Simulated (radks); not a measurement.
Results of a calculation; reference values are marked as such.
Q: Valence configurations of F IV (all share [He]). Level of theory: scalar-relativistic Kohn-Sham, r2SCAN, spin-polarised, spherical densities, finite nucleus; open shells are filled with parallel spins first; meta-GGA in the generalised Kohn-Sham scheme; Fermi nuclear charge, rms radius 2.8976 fm (a radial shooting solver on a logarithmic mesh with Libxc functionals). Order these by energy: 2s1.5 2p2.5; 2s1 2p3; 2p4; 2s2 2p2; 2s0.5 2p3.5.

A: From the lowest, in eV above it: 2s2 2p2 0.000; 2s1.5 2p2.5 4.994; 2s1 2p3 7.108; 2s0.5 2p3.5 24.806; 2p4 39.905. NIST lists [He] 2s2 2p2 as the ground configuration; this level of theory agrees among the configurations tried. The energies are those of spherical high-spin densities, not of single terms.
